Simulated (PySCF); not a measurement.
C₅H₇BO, SMILES C=CB(O)C#CC. Atoms are numbered in the order given.

```xyz
14

C     -2.9739    -0.8322     0.1314
C     -1.6541    -0.9395    -0.0778
B     -0.6751     0.2509     0.1674
O     -1.1953     1.4299     0.6077
C      0.8369     0.1151    -0.0755
C      2.0361     0.0011    -0.2707
C      3.4612    -0.1431    -0.5015
H     -3.4099     0.1084     0.4857
H     -3.6680    -1.6627    -0.0382
H     -1.2567    -1.8976    -0.4326
H     -0.5164     2.1010     0.7294
H      3.9782    -0.4213     0.4306
H      3.9061     0.7974    -0.8625
H      3.6677    -0.9277    -1.2461
```
Charge 0, spin multiplicity 1.

Geometry: PBE0-D3(BJ)/def2-SVP. The structure was generated by enumeration, and PubChem lists no compound with its InChIKey, so it may never have been made. Other conformers were not sampled.

Two levels are set side by side: PBE/pcSseg-1 (PySCF) and PBE0/pcSseg-1 (PySCF). GIAO shifts against BF3 (¹¹B), H2O (¹⁷O), TMS (¹H), TMS (¹³C) at the same level; non-relativistic, no solvent, atoms listed together averaged. Differences are taken from unrounded values.

```tsv
quantity	PBE0	PBE	PBE minus PBE0
δ(¹³C) of C1 (ppm)	148.4	144.7	-3.7
δ(¹³C) of C2 (ppm)	146.0	146.3	0.3
δ(¹¹B) of B3 (ppm)	19.5	18.0	-1.5
δ(¹⁷O) of O4 (ppm)	167.6	183.2	15.6
δ(¹³C) of C5 (ppm)	93.6	94.4	0.8
δ(¹³C) of C6 (ppm)	112.7	110.6	-2.1
δ(¹³C) of C7 (ppm)	7.7	8.1	0.4
δ(¹H) of H10 (ppm)	6.66	6.68	0.03
δ(¹H) of H11 (ppm)	5.28	5.46	0.18
```

Rough cost on one machine, each run with all the roots and properties that it gave: PBE0 against PBE within a factor of 2.
